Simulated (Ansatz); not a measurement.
Coupled-cluster diagnostics for the cluster Al₂O₆H₆, Ansatz.

Geometry of the singlet (r2SCAN-D4/def2-SVP):

Cartesian coordinates in Å:
```
Al 0.0081 1.4930 -0.3452
Al -0.2184 -1.1419 0.2894
O 0.0604 2.7143 0.8412
O -0.6225 -1.5183 1.9052
O 0.3013 1.9144 -1.9695
O -1.3279 0.2466 -0.2052
O -0.1185 -2.3058 -1.0498
O 1.1472 -2.5793 -0.2724
H -2.2879 0.3133 -0.2571
H 0.6475 2.7707 -2.2320
H -0.3219 -2.3221 2.3373
H 0.9667 0.0977 0.0860
H -0.0557 2.6191 1.7886
H 1.8216 -2.3017 -0.9164
```

Correlated methods freeze 16 core orbitals. The structure holds one bond between oxygen atoms, so isomers without such links may lie far lower. Another isomer (singlet) lies 0.62 eV lower at PBE0-D4/def2-TZVP; other spin states weren't run for this one.

(1) Estimate the CCSD(T) correlation energy, the shares of MP2 and (T), T1 and the reference's ⟨S²⟩ for: charge 0, singlet, own geometry in def2-SVP; and the rough time on 4 threads of Intel Xeon Platinum 8259CL on a shared host.

## Answers

(1) 
| state | basis | correlation (eV) | MP2 share (%) | (T) share (%) | T1 | ⟨S²⟩ (pure) | wall time |
| --- | --- | --- | --- | --- | --- | --- | --- |
| charge 0, singlet, own geometry | def2-SVP | -36.227 | 95.0 | 2.2 | 0.014 | 0.00 (0.00) | 34 s |
Customary marks for T1 are 0.02 (closed shells), 0.045 (open shells) and about 0.05 (3d metals). T1 stays under 0.02 throughout.
